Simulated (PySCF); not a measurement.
Computed IR spectrum (relative IR intensity) of a molecule C3H4ClNSi. Coordinates come from a PBE-D3(BJ)/def2-SVP optimisation. The values are those of a single conformer. Method: PBE-D3(BJ)/def2-SVP in PySCF. Frequencies are harmonic and unscaled.

Lines under 2 % of the strongest are left out, and lines within 2 cm⁻¹ are merged.

ν (cm⁻¹): 94 (vw), 135 (vw), 340 (vw), 394 (m), 472 (w), 564 (s), 608 (w), 644 (m), 704 (m), 755 (m), 774 (s), 826 (vs), 849 (m), 919 (m), 1097 (m), 1238 (w), 1279 (w), 1517 (w), 1580 (s), 2172 (vs), 3068 (w), 3104 (m) (against the strongest line: vs over 80 %, s over 45 %, m over 15 %, w over 4 %, vw less)

Task: Which structure fits?
A) N#C/C([SiH3])=C/Cl
B) N#C/C=C(\[SiH3])Cl
C) Cl[Si@@H]1C=CN=C1
D) ClC1=CC=N[SiH2]1

Result: C, Cl[Si@@H]1C=CN=C1
